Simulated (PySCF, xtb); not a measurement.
Ga(Cl)(OMe)(NH2) (CH₅ClGaNO), SMILES [Cl][Ga]([O]C)[NH2]. The values are those of a single conformer.

Harmonic wavenumbers (cm⁻¹) from xtb with GFN2-xTB at its own minimum, in rising order: 66, 81, 105, 112, 154, 206, 226, 361, 421, 441, 575, 636, 1057, 1127, 1128, 1405, 1432, 1472, 1473, 2926, 2944, 2953, 3363, 3402.

### Question
What does PySCF with PBE-D3(BJ)/def2-SVP give at its own minimum? (Estimate from the structure and the level; the computed values follow.)

### Answer
48, 78, 94, 134, 170, 250, 284, 327, 415, 605, 701, 751, 1089, 1131, 1154, 1415, 1422, 1425, 1465, 2894, 2959, 3006, 3491, 3599. Paired by order, the mean absolute difference is 49 cm⁻¹ and the zero-point energies are 40.1 and 41.3 kcal/mol.
